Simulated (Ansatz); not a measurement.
Molecule: tribromo(fluoro)germane, sum formula GeBr₃F, charge 0, multiplicity 1. 
Coordinates optimised at B3LYP-D3(BJ)/def2-TZVP (Ansatz, a quantum-chemistry and plane-wave program):
```xyz
5

F      0.0108     0.0414     2.1054
Ge     0.0019     0.0074     0.3766
Br    -1.1419    -1.8709    -0.2527
Br     2.1843    -0.0609    -0.3054
Br    -1.0469     1.9144    -0.3276
```
Charge 0, spin multiplicity 1.

Property: vertical triplet-singlet gap (E(triplet) - E(singlet); each state is the SCF solution reached for its spin; the molecule has degenerate orbitals, so one determinant may break the symmetry), in eV. Correlated levels leave the core frozen unless marked. Open shells are spin-unrestricted. No spin-orbit coupling. Frozen are the shells of the preceding noble gas and the d and f shells that filled before the atom's block. Non-relativistic. CBS marks a two-point X^-3 extrapolation of the correlation energy; Hartree-Fock from the larger set. [CCSD(T)-MP2]/basis is that difference in the basis named.

RI-MP2/CBS(aug-cc-pVTZ,aug-cc-pVQZ)+[CCSD(T)-MP2]/aug-cc-pVTZ (Ansatz) gives 5.44 eV.

**Question.** Another calculation gave 4.54 eV. Which level was it?
A) PBE0/def2-TZVPD (Ansatz)
B) PBE/def2-TZVPD (Ansatz)
C) CAM-B3LYP/def2-TZVPD (Ansatz)
D) r2SCAN/def2-TZVPD (Ansatz)

**Answer.** A, PBE0/def2-TZVPD (Ansatz). The others give 4.28 (r2SCAN), 4.82 (CAM-B3LYP), 3.96 (PBE) eV.
